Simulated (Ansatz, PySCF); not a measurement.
This PySCF input computes a CCSD(T)/cc-pVDZ energy:

```python
from pyscf import gto, scf, mp, cc as ccmod

mol = gto.M(
    atom='''
    B     0.00058351    0.00644467   -1.33555701
    H     1.16742881    0.01008716   -1.64248630
    H    -0.58450947    1.01723849   -1.63839176
    H    -0.58076584   -1.00354088   -1.64814131
    C    -0.00008043   -0.00088834    0.18409470
    O    -0.00057356   -0.00633476    1.31277952
    ''',
    basis='cc-pvdz',
    charge=0,
    spin=0,
    verbose=4,
)

mf = scf.RHF(mol)
mf.conv_tol = 1e-10
mf.max_cycle = 100
mf.kernel()
mp2 = mp.MP2(mf, frozen=3).run()
cc = ccmod.CCSD(mf, frozen=3)
cc.max_cycle = 100
cc.kernel()
et = cc.ccsd_t()
print(f'E(CCSD(T)) = {cc.e_tot + et:.9f}')
```

Task: Write an input for the same energy in Ansatz (a program for electronic structure) and say what it gives.

Result: 
Ansatz 0.2 input:
```yaml
crystal:
  periodic: [false, false, false]
  atoms:
    - {symbol: B, position_ang: [0.00058351, 0.00644467, -1.33555701]}
    - {symbol: H, position_ang: [1.16742881, 0.01008716, -1.64248630]}
    - {symbol: H, position_ang: [-0.58450947, 1.01723849, -1.63839176]}
    - {symbol: H, position_ang: [-0.58076584, -1.00354088, -1.64814131]}
    - {symbol: C, position_ang: [-0.00008043, -0.00088834, 0.18409470]}
    - {symbol: O, position_ang: [-0.00057356, -0.00633476, 1.31277952]}
basis:
  gaussian:
    orbitals: cc-pVDZ
magnetization: {spin_polarized: false}
correlation: {method: ccsd_t, electrons: outside_noble_gas}
```
It gives -139.59723 Eh, and PySCF -139.59723 Eh, a difference of 0.00 mEh.
